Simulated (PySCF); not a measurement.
Mg(SH)(OSiH3) (H4MgOSSi), SMILES [SiH3][O][Mg][SH]. Atoms are numbered in the order given.

```xyz
8

Mg    -0.3787     0.3842     0.3632
S     -1.7072     1.7220     1.6802
H     -1.6371     0.8793     2.7368
O      0.6571    -0.6478    -0.6745
Si     1.6055    -1.5837    -1.6255
H      0.7830    -2.4690    -2.5136
H      2.4957    -2.4684    -0.8045
H      2.4856    -0.7494    -2.5076
```

Geometry optimised at PBE0-D3(BJ)/def2-SVP. Other conformers were not sampled.

These are PBE0/pcJ-1 (PySCF) values and carry that method's errors.

Isotropic couplings with Fermi-contact, spin-dipole and both spin-orbit terms, one fixed conformer, no vibrational averaging. Isotopes: 1H, 29Si.

Computed spin–spin coupling constants:
| pair | bonds apart | J (Hz) |
|---|---|---|
| Si5–H6 | 1 | -206.9 |
| Si5–H7 | 1 | -206.4 |
| Si5–H8 | 1 | -207.0 |
| H6–H7 | 2 | 11.8 |
| H6–H8 | 2 | 11.8 |
| H7–H8 | 2 | 11.7 |
| H3–Si5 | 4 | 0.3 |
